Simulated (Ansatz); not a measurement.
Reactions of BH6NSeSi, SMILES `NB[SiH2][SeH]`.

Gas-phase electronic energies from Ansatz, PBE0-D4/def2-TZVP geometries. CCSD(T)/CBS is the MP2 limit (def2-TZVPP, def2-QZVPP) plus CCSD(T) − MP2 in def2-TZVPP, frozen cores. This one scheme is used for every species. For Br, Ge, Se outer-core shells are correlated without core-valence functions, which leaves a few kJ/mol of doubt a bond. Scalar relativity is left out up to krypton. One conformer a species, not always the lowest.

(1) Order these by ΔE at CCSD(T)/CBS, lowest first. (Best estimate.)
A. `NB[SiH2][SeH]` + `N[SiH3]` → `[SiH3]N[SiH2][SeH]` + `BN`
B. `NB[SiH2][SeH]` + ethylene → `C=C[SiH2]BN` + H₂Se
C. `NB[SiH2][SeH]` + `C=CC=N` → `N=C[SeH]` + `C=C[SiH2]BN`
D. `NB[SiH2][SeH]` + `S[CH2][GeH3]` → `N[BH][GeH3]` + `SC[SiH2][SeH]`
E. `NB[SiH2][SeH]` + `NCCO` → `NBCN` + `OC[SiH2][SeH]`
F. `NB[SiH2][SeH]` + `C[SiH2]Br` → `C[SiH2]BN` + `[SeH][SiH2]Br`
G. `NB[SiH2][SeH]` + `N=C(N)[SiH2]Cl` → `N=C([SeH])[SiH2]Cl` + `NB[SiH2]N`

Largest T1 diagnostic: 0.013, for `C=C[SiH2]BN`.

## Answers

(1) A (-80.4 kJ/mol), D (-21.2 kJ/mol), E (-3.3 kJ/mol), F (+13.8 kJ/mol), G (+43.9 kJ/mol), B (+68.8 kJ/mol), C (+85.6 kJ/mol).
